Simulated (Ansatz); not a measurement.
Relaxation of H₈OSSi₂ (12 atoms, charge 0, multiplicity 1), to a largest force component of 0.03 eV/Å in at most 50 steps.

All numbers below come from RKS BLYP-D4/cc-pVDZ in Ansatz.

```xyz
12
Properties=species:S:1:pos:R:3:forces:R:3
Si 1.267 -0.075 -0.800 0.13 -0.09 -0.38
S 1.895 0.729 1.115 0.19 0.18 0.14
H 0.958 -1.530 -0.702 -0.01 -0.02 -0.03
H 2.406 0.191 -1.745 0.03 -0.01 -0.04
O -0.181 0.617 -1.386 0.01 0.07 0.02
H -0.429 -0.558 1.293 0.79 -0.03 0.27
Si -1.814 -0.559 0.858 -1.17 -0.08 -0.11
H 2.982 1.325 0.530 0.03 0.03 0.11
H -0.161 1.597 -1.414 -0.03 -0.07 0.02
H -2.323 0.844 0.707 0.02 0.01 -0.02
H -2.616 -1.231 1.947 0.00 0.01 0.00
H -1.985 -1.350 -0.403 0.00 0.01 0.01
```

Task: Where does it end, and by what steps?

Result: The run converged. The force dipped under the threshold on the way, but the program's further checks kept it going. After 23 steps the energy has fallen by 0.127 eV; H6 moved furthest, 0.74 Å.

```json
{"step": "0", "energy less start (eV)": "0.0000", "largest force component (eV/Å)": "1.169", "accepted": "yes"}
{"step": "1", "energy less start (eV)": "-0.0966", "largest force component (eV/Å)": "0.319", "accepted": "yes"}
{"step": "2", "energy less start (eV)": "-0.0625", "largest force component (eV/Å)": "0.560", "accepted": "no"}
{"step": "3", "energy less start (eV)": "-0.1087", "largest force component (eV/Å)": "0.132", "accepted": "yes"}
{"step": "4", "energy less start (eV)": "-0.1093", "largest force component (eV/Å)": "0.236", "accepted": "yes"}
{"step": "5", "energy less start (eV)": "-0.1068", "largest force component (eV/Å)": "0.190", "accepted": "no"}
{"step": "6", "energy less start (eV)": "-0.1164", "largest force component (eV/Å)": "0.118", "accepted": "yes"}
{"step": "7", "energy less start (eV)": "-0.1186", "largest force component (eV/Å)": "0.121", "accepted": "yes"}
{"step": "8", "energy less start (eV)": "-0.1197", "largest force component (eV/Å)": "0.085", "accepted": "yes"}
{"step": "9", "energy less start (eV)": "-0.1205", "largest force component (eV/Å)": "0.101", "accepted": "yes"}
{"step": "10", "energy less start (eV)": "-0.1212", "largest force component (eV/Å)": "0.083", "accepted": "yes"}
{"step": "11", "energy less start (eV)": "-0.1225", "largest force component (eV/Å)": "0.092", "accepted": "yes"}
{"step": "12", "energy less start (eV)": "-0.1229", "largest force component (eV/Å)": "0.118", "accepted": "yes"}
{"step": "13", "energy less start (eV)": "-0.1235", "largest force component (eV/Å)": "0.092", "accepted": "yes"}
{"step": "14", "energy less start (eV)": "-0.1242", "largest force component (eV/Å)": "0.044", "accepted": "yes"}
{"step": "15", "energy less start (eV)": "-0.1249", "largest force component (eV/Å)": "0.030", "accepted": "yes"}
{"step": "16", "energy less start (eV)": "-0.1252", "largest force component (eV/Å)": "0.069", "accepted": "yes"}
{"step": "17", "energy less start (eV)": "-0.1255", "largest force component (eV/Å)": "0.041", "accepted": "yes"}
{"step": "18", "energy less start (eV)": "-0.1255", "largest force component (eV/Å)": "0.039", "accepted": "yes"}
{"step": "19", "energy less start (eV)": "-0.1262", "largest force component (eV/Å)": "0.008", "accepted": "yes"}
{"step": "20", "energy less start (eV)": "-0.1254", "largest force component (eV/Å)": "0.107", "accepted": "no"}
{"step": "21", "energy less start (eV)": "-0.1267", "largest force component (eV/Å)": "0.048", "accepted": "yes"}
{"step": "22", "energy less start (eV)": "-0.1267", "largest force component (eV/Å)": "0.072", "accepted": "yes"}
{"step": "23", "energy less start (eV)": "-0.1273", "largest force component (eV/Å)": "0.026", "accepted": "yes"}
```

```xyz
12
Properties=species:S:1:pos:R:3
Si 1.577 -0.081 -0.918
S 2.122 0.714 1.051
H 1.625 -1.572 -0.851
H 2.553 0.488 -1.913
O -0.037 0.252 -1.367
H -0.739 -1.228 1.241
Si -2.054 -0.562 0.949
H 2.747 1.817 0.534
H -0.276 1.200 -1.341
H -1.879 0.930 0.894
H -3.015 -0.886 2.064
H -2.625 -1.070 -0.344
```

Whether the end is a true minimum wasn't checked by a vibrational analysis.

The run took 21 s on 2 threads of AMD EPYC 9R45 96-Core Processor (Zen 5) (shared host), peak memory 0.17 GiB.
